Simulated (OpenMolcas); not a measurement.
## Ir4+: moving or changing the point charges

Ir4+ among 6 point charges of -1.7 e arranged as an octahedron (Oh), 2.19 Å from the ion.

```
Program             : OpenMolcas
Method              : CASSCF
Basis               : ANO-RCC-VDZP [7s6p4d2f]
Scalar Hamiltonian  : DKH2, point nucleus
Active space        : 5 electrons in 5 orbitals (5d)
State averaging     : 2S+1 = 6 even, 1 root; 2S+1 = 4 even, 24 roots; 2S+1 = 2 even, 75 roots
Spin-orbit coupling : RASSI with atomic mean-field integrals over the reference wave functions
```

Runs around this geometry, states (labels of O, the rotations of Oh). Energies in cm-1 above the lowest state or level, χT in cm3 K/mol; 10Dq and B are least-squares fits to the states below 45000 cm-1, weighted by degeneracy, with a free offset, and given where the rms deviation is under 5 % of |10Dq| (or 100 cm-1) and under 700 cm-1.

```json
{"R (Å)": "2.19", "q (e)": "-0.85", "Ground state": "6A1", "10Dq": "2771", "B (rms of fit)": "909 (42)", "First gap with spin-orbit (degeneracies)": "38.7 (2, 4)", "χT at 300 K": "4.129", "First state of another spin": "4T1 26757"}
{"R (Å)": "2.19", "q (e)": "-1.7", "Ground state": "6A1", "10Dq": "5509", "B (rms of fit)": "903 (82)", "First gap with spin-orbit (degeneracies)": "93.3 (2, 4)", "χT at 300 K": "4.076", "First state of another spin": "4T1 24528"}
{"R (Å)": "2.41", "q (e)": "-1.7", "Ground state": "6A1", "10Dq": "3495", "B (rms of fit)": "900 (62)", "First gap with spin-orbit (degeneracies)": "50.9 (2, 4)", "χT at 300 K": "4.120", "First state of another spin": "4T1 26256"}
```

Taking |10Dq| as R^-n, n = -ln(3495 / 5509) / ln(2.41 / 2.19) = 4.8 between the shortest and longest distance. The point-charge formula for a cubic d site gives n = 5.

Scaling the charges by -0.85 / -1.7 = 0.50 scales |10Dq| by 2771 / 5509 = 0.50; with fixed orbitals a first-order splitting would follow the charge.

Without dynamic correlation the repulsion within the d shell is too large (B by tens of per cent), so at a given field states of lower spin stand too high. Point charges give a weaker field than real ligands, and real ions of this kind are as a rule low spin; the high spin found here belongs to the model. This field is weak: 10Dq is about 2771 cm-1, while octahedral complexes of 5d ions of charge 3 and more, computed by the same method with explicit ligands, had a median near 35000 cm-1. Ground spin and moment need not be those of a real site (figures for R = 2.19, q = -0.85; the like holds for R = 2.19, q = -1.7, R = 2.41, q = -1.7). Point charges carry no covalency, so the field is a model and not that of real ligands. No measured value stands beside these numbers.
